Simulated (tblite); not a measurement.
Species: C4H9FOSi.
SMILES with atom numbers: `[F:1][CH2:2][O:3][C@@H:4]1[CH2:5][CH2:6][SiH2:7]1` (hydrogens: H8, H9 on C2; H10 on C4; H11, H12 on C5; H13, H14 on C6; H15, H16 on Si7)

Computed with GFN2-xTB (tblite), gas phase: L-BFGS steps from a force-field or distance-geometry start until the largest atomic force falls under 0.01 eV/Å.

Step 86: E = -643.6157 eV
```
atom  x, y, z in Å  |  force x, y, z in eV/Å
F1      2.2741   -1.5136   -0.1365   -0.001  -0.040   0.050
C2      2.3207   -0.3783    0.6618   -0.016  -0.004  -0.033
O3      1.0846    0.0539    0.9951    0.027   0.019  -0.021
C4      0.2788    0.4297   -0.1367   -0.008   0.015  -0.001
C5     -1.0018    1.1446    0.3265   -0.003  -0.001  -0.005
C6     -2.0766    0.2087   -0.2692    0.002  -0.034   0.034
Si7    -0.7475   -1.0281   -0.8790    0.020  -0.031   0.024
H8      2.8973    0.3535    0.0646   -0.008   0.002   0.030
H9      2.8511   -0.6619    1.5788   -0.008   0.036  -0.036
H10     0.8957    1.0439   -0.8050   -0.012  -0.022  -0.008
H11    -1.0656    2.1684   -0.0389   -0.018  -0.010  -0.008
H12    -1.0294    1.1667    1.4136   -0.015  -0.017   0.013
H13    -2.6623    0.6831   -1.0548    0.021   0.030   0.046
H14    -2.7765   -0.1631    0.4780    0.016   0.041  -0.053
H15    -0.6251   -1.2508   -2.3180    0.006   0.022  -0.003
H16    -0.6252   -2.2481   -0.0896   -0.005  -0.004  -0.029
```

Step 87: E = -643.6167 eV
```
atom  x, y, z in Å  |  force x, y, z in eV/Å
F1      2.2698   -1.5259   -0.1183    0.006  -0.053   0.040
C2      2.3205   -0.3794    0.6638   -0.028  -0.036  -0.030
O3      1.0851    0.0568    0.9935    0.025   0.032  -0.019
C4      0.2799    0.4323   -0.1392   -0.005   0.036   0.015
C5     -1.0022    1.1446    0.3254    0.001   0.003   0.003
C6     -2.0757    0.2070   -0.2673   -0.009  -0.039   0.021
Si7    -0.7459   -1.0235   -0.8858    0.022  -0.038   0.011
H8      2.8986    0.3405    0.0548   -0.015   0.029   0.027
H9      2.8525   -0.6515    1.5832   -0.010   0.035  -0.032
H10     0.8977    1.0496   -0.8030   -0.012  -0.018  -0.028
H11    -1.0724    2.1677   -0.0406    0.003  -0.006  -0.009
H12    -1.0288    1.1672    1.4123   -0.009  -0.013   0.023
H13    -2.6674    0.6825   -1.0472    0.014   0.029   0.035
H14    -2.7699   -0.1698    0.4823    0.009   0.035  -0.047
H15    -0.6265   -1.2466   -2.3256    0.008   0.031   0.010
H16    -0.6230   -2.2427   -0.0975    0.000  -0.029  -0.020
```

Question: Estimate the geometry and energy of step 88. (The exact step hangs on the optimiser's Hessian estimate; all steps are aligned on step 87, rigid shifts and turns removed.)

Answer: E = -643.6176 eV, largest force 0.063 eV/Å
```
atom  x, y, z in Å  |  force x, y, z in eV/Å
F1      2.2688   -1.5409   -0.0960    0.008  -0.059   0.022
C2      2.3196   -0.3813    0.6661   -0.023  -0.052  -0.011
O3      1.0847    0.0582    0.9905    0.004   0.046  -0.002
C4      0.2810    0.4349   -0.1428   -0.002   0.037   0.022
C5     -1.0018    1.1453    0.3235   -0.005  -0.011   0.021
C6     -2.0747    0.2047   -0.2647   -0.031  -0.020   0.001
Si7    -0.7445   -1.0193   -0.8931    0.021  -0.038  -0.010
H8      2.8980    0.3280    0.0465   -0.013   0.044   0.012
H9      2.8522   -0.6383    1.5894   -0.007   0.030  -0.027
H10     0.9002    1.0540   -0.8029   -0.010  -0.007  -0.043
H11    -1.0776    2.1669   -0.0440    0.016   0.006  -0.013
H12    -1.0280    1.1689    1.4104    0.005  -0.007   0.021
H13    -2.6747    0.6823   -1.0377    0.022   0.010   0.041
H14    -2.7612   -0.1770    0.4891    0.002   0.030  -0.045
H15    -0.6325   -1.2381   -2.3350    0.011   0.036   0.025
H16    -0.6173   -2.2393   -0.1085    0.002  -0.047  -0.013
```

The energy changes by -0.0009 eV. The first-order estimate −F·Δx gives -0.0013 eV and the mean of the old and new forces, exact on a quadratic surface, -0.0009 eV. The step makes an angle of 81° with the force vector and moves no atom by more than 0.027 Å.

The cost below is that of the whole relaxation. The run took 0.91 s on Arm Neoverse V1, one thread (shared host).
